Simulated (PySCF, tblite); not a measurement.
Compound: C4H7ClN2Si.
Z-matrix (Å and degrees, GFN2-xTB geometry), rows numbered from 1:
```
C 
C   1  1.4819
C   2  1.3786  1  130.69
Cl  3  1.7153  2  127.03  1    -0.01
C   3  1.4077  2  105.58  1   179.97
N   5  1.3098  3  109.98  2     0.01
N   6  1.3465  5  107.19  3     0.02
Si  7  1.7592  2  130.83  1    -0.06
H   1  1.0894  2  110.59  3  -120.10
H   1  1.0868  2  109.44  3    -0.01
H   1  1.0894  2  110.57  3   120.12
H   5  1.0712  3  128.69  2  -179.98
H   8  1.4512  7  103.73  2   179.86
H   8  1.4649  7  106.91  2   -59.08
H   8  1.4648  7  106.89  2    58.80
```

Method used: CAM-B3LYP/def2-SVPD in PySCF (dipole) on a GFN2-xTB geometry, gas phase.

Masses are those of the commonest isotopes; rigid-rotor values at the optimised geometry. 

(1) Give the principal moments of inertia and the rotational constants in cm⁻¹.

(2) Classify the top.

(3) Is it planar, by Δ = Ic − Ia − Ib?

(4) Give the other two planar moments, Paa and Pbb, and the rms extents of the mass along the axes.

(5) Where do the levels up to J = 4 lie, in MHz?

(6) Predict some low-J microwave lines.

(7) Estimate the classical rotational partition function at 25 K, 50 K and 500 K.

Results:

(1) Ia = 152.24, Ib = 565.73, Ic = 709.02 u·Å²; 505379 MHz·u·Å²/I gives 3320, 893.3 and 712.8 MHz, that is A = 0.11073, B = 0.02980, C = 0.02378 cm⁻¹.

(2) An asymmetric top. Ray's parameter κ = (2B − A − C)/(A − C) = -0.861; −1 is the prolate and +1 the oblate limit.

(3) Not planar: Δ = Ic − Ia − Ib = -8.95 u·Å². For a rigid frame Δ = −2 Σ m c², so Σ m c² = 4.47 u·Å² lies off the ab plane, practically all of it from hydrogen. The atom farthest from that plane is 1.20 Å away.

(4) Paa = Σ m a² = (Ib + Ic − Ia)/2 = 561.26 and Pbb = Σ m b² = (Ia + Ic − Ib)/2 = 147.76 u·Å². With the mass M = 146.01 u, the rms extents √(P/M) along a, b and c are 1.96, 1.01, 0.18 Å.

(5) Above 0(0,0):
J = 1: 1(0,1) 1606, 1(1,1) 4033, 1(1,0) 4213
J = 2: 2(0,2) 4809, 2(1,2) 7064, 2(1,1) 7606, 2(2,1) 14885, 2(2,0) 14895
J = 3: 3(0,3) 9588, 3(1,3) 11606, 3(1,2) 12689, 3(2,2) 19703, 3(2,1) 19752, 3(3,1) 32293, 3(3,0) 32293
J = 4: 4(0,4) 15917, 4(1,4) 17651, 4(1,3) 19454, 4(2,3) 26120, 4(2,2) 26264, 4(3,2) 38736, 4(3,1) 38738, 4(4,1) 56335, 4(4,0) 56335

(6) The dipole components are |μa| = 1.83 D, |μb| = 2.10 D, |μc| = 0.00 D; the mirror of this Cs structure is the ab plane, so μc vanishes by symmetry and there are no c-type lines. Intensities carry the squares of the components, which stand as 0.76 : 1.00 (a : b). Some lines, for components of 0.1 D or more:

```json
{"type": "a", "branch": "Q", "J(Ka,Kc)": "5(2,3) ← 5(2,4)", "MHz": "330", "lower level (cm⁻¹)": "1.138"}
{"type": "b", "branch": "R", "J(Ka,Kc)": "3(0,3) ← 2(1,2)", "MHz": "2524", "lower level (cm⁻¹)": "0.236"}
{"type": "a", "branch": "R", "J(Ka,Kc)": "2(0,2) ← 1(0,1)", "MHz": "3203", "lower level (cm⁻¹)": "0.054"}
{"type": "b", "branch": "R", "J(Ka,Kc)": "5(0,5) ← 4(1,4)", "MHz": "6111", "lower level (cm⁻¹)": "0.589"}
{"type": "a", "branch": "R", "J(Ka,Kc)": "4(2,3) ← 3(2,2)", "MHz": "6417", "lower level (cm⁻¹)": "0.657"}
{"type": "b", "branch": "R", "J(Ka,Kc)": "3(1,3) ← 2(0,2)", "MHz": "6797", "lower level (cm⁻¹)": "0.160"}
{"type": "a", "branch": "R", "J(Ka,Kc)": "5(1,5) ← 4(1,4)", "MHz": "7540", "lower level (cm⁻¹)": "0.589"}
{"type": "b", "branch": "Q", "J(Ka,Kc)": "2(2,1) ← 2(1,2)", "MHz": "7821", "lower level (cm⁻¹)": "0.236"}
{"type": "a", "branch": "R", "J(Ka,Kc)": "5(4,2) ← 4(4,1)", "MHz": "8052", "lower level (cm⁻¹)": "1.879"}
{"type": "b", "branch": "R", "J(Ka,Kc)": "2(2,0) ← 1(1,1)", "MHz": "10862", "lower level (cm⁻¹)": "0.135"}
{"type": "b", "branch": "R", "J(Ka,Kc)": "4(2,3) ← 3(1,2)", "MHz": "13432", "lower level (cm⁻¹)": "0.423"}
```

(7) Point group Cs, symmetry number σ = 1; q = (√π/σ)·√((kT/h)³/(ABC)), k/h = 20836.6 MHz/K: 14500 at 25 K, 41000 at 50 K, 1300000 at 500 K.

Its GFN2-xTB frequencies are all real (lowest 52 cm⁻¹). Zero-point vibration and centrifugal distortion are left out. A rigid rotor knows nothing of internal rotation, which can split or shift real lines. Quadrupole hyperfine structure (14N, 35Cl) is left out.
